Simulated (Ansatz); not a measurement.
System: sum formula HSO3, charge 1, multiplicity 1. It need not be the lowest isomer of its formula. 
Structure (B3LYP-D3(BJ)/def2-TZVP (Ansatz, a quantum-chemistry and plane-wave program) minimum search):
SMILES: [OH+]=S(=O)=O
```xyz
5

O     -0.6492    -1.2417    -0.0064
S      0.0694     0.1013     0.0010
O     -0.7450     1.2460    -0.0356
O      1.4597    -0.0583     0.0445
H     -1.6353    -1.1897    -0.0366
```
Charge +1, spin multiplicity 1.

Basis-set convergence of Hartree-Fock and CCSD(T) correlation energies (hartree) with Ansatz. Correlated levels leave the core frozen unless marked. Spin-orbit coupling is left out. No relativistic terms.

```
basis            functions       E(HF)  E(corr, CCSD(T))  rough core time
---------------  ---------  ----------  ----------------  ---------------
aug-cc-pV(D+d)Z        110  -622.30637          -0.77836       under 20 s
aug-cc-pV(T+d)Z        216         [?]               [?]             50 s
```

Question: Some entries are withheld; supply them.

Answer: 
- aug-cc-pV(T+d)Z, E(HF): -622.40416
- aug-cc-pV(T+d)Z, E(corr, CCSD(T)): -0.94453
